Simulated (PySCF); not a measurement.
## Name the molecule from its bond curve

A diatomic of charge 0 contains B. Its doublet curve at PBE0 in a triple-zeta basis (no relativity, PySCF), in eV from the separated fragments:

(R (Å), E (eV)): (1.635, -0.843), (1.711, -1.095), (1.787, -1.235), (1.844, -1.285), (1.901, -1.297), (1.958, -1.282), (2.034, -1.228), (2.129, -1.127), (2.243, -0.980), (2.395, -0.778)

The fit gives ωe = 700 cm⁻¹ and the rotational constant Bₑ = 0.9469 cm⁻¹.

**Question.** Which atom is the partner?

**Answer.** The minimum lies at 1.895 Å, so the reduced mass is 16.8576 u Å² cm⁻¹/(Bₑ·Re²) = 4.958 u. With B at 11.01 u the partner weighs about 9.0 u: Be. The molecule is BeB.

The state is the lowest determinant that a PBE0 search found; another state may lie lower at other levels.
